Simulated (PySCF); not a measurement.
SMILES O[Si]([GeH3])([GeH3])OC (CH₁₀Ge₂O₂Si), GFN2-xTB optimised geometry.

```
16

C     -1.92     0.10    -1.63
O     -0.75     0.79    -1.34
Si     0.14     0.53     0.00
O      1.37     1.57    -0.12
Ge    -1.21     0.94     1.88
Ge     1.15    -1.57     0.00
H     -2.35     0.52    -2.54
H     -1.72    -0.96    -1.79
H     -2.65     0.21    -0.82
H      1.22     2.45    -0.44
H     -1.78    -0.29     2.53
H     -2.45     1.75     1.60
H     -0.58     1.68     3.01
H      2.65    -1.57     0.00
H      0.79    -2.45    -1.16
H      0.80    -2.43     1.18
```

Density from B3LYP/def2-TZVP (PySCF) at that geometry.

Minimum of the electron density along straight lines between bonded atoms, close to the bond critical point (lines longer than 1.1 times the sum of covalent radii, or with two minima, are not listed):

| bond | length / Å | ρ at the minimum / e bohr⁻³ | ∇²ρ there / e bohr⁻⁵ | position (fraction from the first atom) |
|---|---|---|---|---|
| C1–O2 | 1.392 | 0.266 | -0.51 | 0.35 |
| O2–Si3 | 1.629 | 0.143 | 0.89 | 0.59 |
| Si3–O4 | 1.618 | 0.147 | 0.92 | 0.41 |
| Si3–Ge5 | 2.351 | 0.096 | -0.17 | 0.44 |
| Si3–Ge6 | 2.332 | 0.099 | -0.18 | 0.45 |
| C1–H7 | 1.090 | 0.288 | -1.03 | 0.65 |
| C1–H8 | 1.095 | 0.285 | -1.00 | 0.64 |
| C1–H9 | 1.096 | 0.283 | -0.99 | 0.64 |
| O4–H10 | 0.954 | 0.360 | -2.47 | 0.81 |
| Ge5–H11 | 1.503 | 0.139 | 0.10 | 0.60 |
| Ge5–H12 | 1.507 | 0.137 | 0.10 | 0.60 |
| Ge5–H13 | 1.499 | 0.140 | 0.10 | 0.60 |
| Ge6–H14 | 1.494 | 0.141 | 0.09 | 0.60 |
| Ge6–H15 | 1.504 | 0.138 | 0.10 | 0.60 |
| Ge6–H16 | 1.503 | 0.139 | 0.10 | 0.60 |
